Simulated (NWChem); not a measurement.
System: CH3BeFS; SMILES C[S][Be][F]

```xyz
7

Be     0.1554    -1.0924    -0.0002
F     -0.2021    -2.4379     0.0000
S      0.6762     0.7317     0.0000
C     -0.9622     1.5571     0.0000
H     -1.5398     1.3165    -0.9024
H     -0.7639     2.6371     0.0058
H     -1.5447     1.3078     0.8968
```
Atoms are numbered in this order, from 1.

All runs: NWChem. Medium grid unless said otherwise, to which SCAN and Minnesota functionals are sensitive. All runs use the structure optimised with PBE0/def2-SVP. Hybrids' shares of exact exchange are those that their runs print; pure functionals count as 0. The functionals differ in more than this share.

| row | share of exact exchange | orbital gap (eV) |
|---|---|---|
| PBE/def2-SVP | 0.00 | 4.67 |
| KT2/def2-SVP | 0.00 | 4.68 |
| TPSSh/def2-SVP | 0.10 | 5.79 |
| B3LYP/def2-SVP | 0.20 | withheld |
| MN15/def2-SVP | 0.44 | 8.05 |

Task: Fit a straight line of the last column on the one before it, predict the withheld value, and compare with the run.

Result: 
1. Means of the 4 shown rows: x = 0.135, y = 5.798. Slope Σ(x − x̄)(y − ȳ)/Σ(x − x̄)² = 0.9904/0.1307 = 7.577; intercept 4.775.
2. The shown rows scatter about the line by 0.150 (root mean square); the largest residual is +0.26, at TPSSh/def2-SVP.
3. At x = 0.20 (B3LYP/def2-SVP; inside the shown range) the line gives 6.29.
4. The run gives 6.25, -0.04 from the line, 0.3 times the scatter.
